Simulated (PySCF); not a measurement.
A side-by-side comparison of computed properties.

First species: C4H8N2Si.
InChI=1S/C4H8N2Si/c1-4-2-6(7)3-5-4/h2-3H,1,7H3

Second species: C₆H₉NSi.
SMILES: `N#C[C@]1(C[SiH3])[C@@H]2C[C@@H]21`

Levels: PBE0/def2-SVPD for dipole moment, HOMO energy, LUMO energy, HOMO–LUMO gap, static isotropic polarisability and electronic spatial extent ⟨r²⟩ about the centre of nuclear charge; TDDFT PBE0/def2-SVPD for lowest singlet excitation; TDA PBE0/def2-SVPD for lowest triplet excitation (Tamm–Dancoff); GFN2-xTB for rotational constant A and rotational constant C. Geometries: GFN2-xTB. All species are isolated and taken at one optimised geometry, non-relativistic unless stated; the electronic structure was computed with PySCF and density fitting.

The conformers computed, where there is a choice (atom-mapped SMILES and torsion angles):
- `[N:1]#[C:2][C@:3]1([CH2:4][SiH3:5])[C@@H:6]2[CH2:7][C@H:8]12`: C2–C3–C4–Si5 68°

```csv
property,column X,column Y
dipole moment,4.53 D,3.16 D
HOMO energy,-8.16 eV,-6.52 eV
LUMO energy,0.29 eV,-0.02 eV
HOMO–LUMO gap,8.45 eV,6.50 eV
lowest singlet excitation,7.29 eV,5.44 eV
lowest triplet excitation (Tamm–Dancoff),6.19 eV,4.34 eV
static isotropic polarisability,93.6 au,85.1 au
electronic spatial extent ⟨r²⟩ about the centre of nuclear charge,1212 bohr²,1052 bohr²
rotational constant A,2.693 GHz,6.713 GHz
rotational constant C,1.024 GHz,1.130 GHz
```

**Question.** Which column belongs to which species?

**Answer.** Column X is the second species and column Y the first. The first has 15 atoms and 60 electrons, the second 17 and 66.

**Question.** How does each property change from the first species to the second?

**Answer.** dipole moment +1.37 D; HOMO energy -1.64 eV; LUMO energy +0.31 eV; HOMO–LUMO gap +1.95 eV; lowest singlet excitation +1.85 eV; lowest triplet excitation (Tamm–Dancoff) +1.85 eV; static isotropic polarisability +8.5 au; electronic spatial extent ⟨r²⟩ about the centre of nuclear charge +160 bohr²; rotational constant A -4.020 GHz; rotational constant C -0.106 GHz.

On the first: The principal polarisabilities are 61.6, 83.4 and 110.4 au; their mean is the isotropic value. The dipole equals about 10.5 × 10⁻³⁰ C·m (1 D = 3.33564 × 10⁻³⁰ C·m).

On the second: A dipole of 4.53 D is allowed in C1, and pure rotational transitions are dipole-allowed. No computed singlet falls in the visible range (750 to 380 nm, 1.65 to 3.26 eV); S1 lies 4.03 eV above its blue end.
